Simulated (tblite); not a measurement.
[C25H16N]+ (charged doped PAH), SMILES c1ccc2cc3cc4c(ccc5cc[n+]6ccccc6c54)cc3cc2c1 at step 0 of a GFN2-xTB optimisation (tblite, gas phase), coordinates in Å:

```
  1 C     6.5604   -0.1854   -0.4982
  2 C     6.2156    1.1405   -0.2280
  3 C     4.8877    1.4887   -0.0270
  4 C     3.8646    0.5295   -0.1147
  5 C     2.5136    0.8609    0.0852
  6 C     1.4928   -0.1051   -0.0077
  7 C     0.1367    0.2291    0.1717
  8 C    -0.9275   -0.7027    0.0657
  9 C    -0.5214   -2.0556   -0.1105
 10 C    -1.4650   -3.0789   -0.0512
 11 C    -2.7925   -2.8006    0.2242
 12 C    -3.2339   -1.4840    0.3560
 13 C    -4.5700   -1.2835    0.6697
 14 C    -5.0578   -0.0055    0.7731
 15 N    -4.3098    1.0863    0.4946
 16 C    -4.8970    2.3088    0.5546
 17 C    -4.2454    3.4682    0.1615
 18 C    -2.9640    3.3750   -0.3273
 19 C    -2.3455    2.1365   -0.3541
 20 C    -2.9715    0.9425    0.1255
 21 C    -2.3570   -0.3805    0.1817
 22 C     0.8240   -2.3944   -0.3063
 23 C     1.8443   -1.4307   -0.2644
 24 C     3.1861   -1.7836   -0.4641
 25 C     4.2079   -0.8119   -0.3864
 26 C     5.5506   -1.1555   -0.5766
 27 H     7.5969   -0.4580   -0.6476
 28 H     6.9964    1.8950   -0.1548
 29 H     4.6437    2.5304    0.1849
 30 H     2.2585    1.8980    0.2996
 31 H    -0.0570    1.2521    0.4748
 32 H    -1.1618   -4.1173   -0.1696
 33 H    -3.4773   -3.6406    0.3255
 34 H    -5.2345   -2.1264    0.8442
 35 H    -6.1004    0.1558    1.0455
 36 H    -5.9263    2.3613    0.8897
 37 H    -4.7559    4.4269    0.1999
 38 H    -2.4429    4.2657   -0.6948
 39 H    -1.3626    2.0891   -0.8230
 40 H     1.0932   -3.4358   -0.4655
 41 H     3.4560   -2.8175   -0.6641
 42 H     5.8481   -2.1877   -0.7906
```

(1) What are the forces on the atoms (eV/Å)?

## Answers

(1) 
```
  1 C    -1.06   -1.21   -0.14
  2 C    -0.76    0.57    0.28
  3 C     1.13    0.49   -0.12
  4 C    -0.94    0.75    0.33
  5 C     0.02    0.06   -0.04
  6 C    -0.19    1.70    0.45
  7 C    -1.05   -0.16    0.09
  8 C     0.41    1.90    0.13
  9 C     1.05   -0.39   -0.31
 10 C    -1.73   -0.70    0.25
 11 C     1.51   -1.39   -0.30
 12 C     0.70    0.19   -0.14
 13 C    -1.42    1.17    0.23
 14 C    -0.63   -1.08    0.20
 15 N     0.59   -0.01   -0.09
 16 C     0.29    1.18   -0.35
 17 C    -1.49   -0.51    0.68
 18 C     1.32   -0.36   -0.47
 19 C     0.14   -0.24   -0.07
 20 C     0.58    0.06   -0.20
 21 C     0.31    0.57   -0.04
 22 C    -0.32    0.10    0.10
 23 C     0.52   -1.83   -0.55
 24 C     0.44    0.35    0.09
 25 C    -0.66   -1.42   -0.24
 26 C     1.99    0.43   -0.12
 27 H    -0.16    0.00    0.01
 28 H    -0.25   -0.18   -0.04
 29 H    -0.03   -0.36   -0.05
 30 H     0.03   -0.28   -0.05
 31 H    -0.08   -0.15   -0.11
 32 H     0.01    0.32   -0.03
 33 H     0.04    0.42    0.01
 34 H     0.23    0.27   -0.05
 35 H     0.34    0.10   -0.04
 36 H     0.16   -0.19   -0.05
 37 H     0.05   -0.33    0.09
 38 H    -0.23   -0.51    0.13
 39 H    -0.34   -0.23    0.30
 40 H    -0.13    0.24    0.08
 41 H    -0.11    0.25    0.04
 42 H    -0.31    0.43    0.11
```
